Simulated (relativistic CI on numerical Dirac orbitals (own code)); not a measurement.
Calculated at this level of theory: Dirac-Coulomb-Breit CI, orbitals from a KLI potential per configuration, model QED, unscaled Slater integrals (own radial code, finite nucleus).

Configuration list (outside the closed core 1s2): 2s2.2p6, 2s2.2p5.3s, 2s2.2p5.3p, 2s2.2p5.3d, 2s.2p6.3s, 2s.2p6.3p, 2s.2p6.3d, 2s2.2p5.4s, 2s2.2p5.4p, 2s2.2p5.4d, 2s2.2p5.4f, 2s.2p6.4s, 2s.2p6.4p, 2s2.2p4.3s2, 2s.2p6.4d, 2s2.2p5.5s, 2s.2p6.4f, 2s2.2p5.5p, 2s2.2p5.5d, 2s2.2p4.3s.3p, 2s2.2p5.5f, 2s2.2p5.5g, 2s2.2p4.3p2, 2s2.2p4.3s.3d, 2s2.2p4.3p.3d, 2s.2p5.3s2, 2s.2p5.3s.3p, 2s2.2p4.3d2, 2s.2p6.5s, 2s.2p6.5p, 2s.2p5.3p2, 2s.2p6.5d, 2s.2p5.3s.3d, 2s.2p6.5f, 2s.2p6.5g, 2s.2p5.3p.3d. Levels of other configurations are missing.

At this charge energies of transitions that change n are usually good to better than 1 %, and those within a shell (Δn = 0) to a few per cent.

Outline of the computed level scheme of Rb XXVIII. Lowest level of each configuration: 2s2.2p6 1S_0 at 0.00 eV; 2s2.2p5.3s 3P°_2 at 1760.70 eV; 2s2.2p5.3p 3S_1 at 1814.21 eV; 2s2.2p5.3d 3P°_0 at 1897.17 eV; 2s.2p6.3s 3S_1 at 2015.25 eV; 2s.2p6.3p 3P°_0 at 2070.48 eV; 2s.2p6.3d 3D_1 at 2154.64 eV; 2s2.2p5.4s 3P°_2 at 2389.51 eV; 2s2.2p5.4p 3S_1 at 2411.73 eV.

Some strong electric-dipole decays among the lowest 45 levels: 2s2.2p5.3d 1P°_1 → 2s2.2p6 1S_0 (1.1e+14 s⁻¹); 2s2.2p5.3d 3D°_1 → 2s2.2p6 1S_0 (8.5e+13 s⁻¹); 2s.2p6.3p 1P°_1 → 2s2.2p6 1S_0 (2.0e+13 s⁻¹); 2s2.2p5.3s 1P°_1 → 2s2.2p6 1S_0 (6.3e+12 s⁻¹); 2s.2p6.3p 3P°_1 → 2s2.2p6 1S_0 (5.9e+12 s⁻¹); 2s2.2p5.3s 3P°_1 → 2s2.2p6 1S_0 (4.2e+12 s⁻¹); 2s2.2p5.4s 1P°_1 → 2s2.2p6 1S_0 (2.1e+12 s⁻¹); 2s2.2p5.4p 3S_1 → 2s2.2p5.3s 3P°_2 (1.9e+12 s⁻¹).

LS names give the leading component of a level, which can be under half, so a name can repeat, a term be missing and a line seem to break the LS rules.
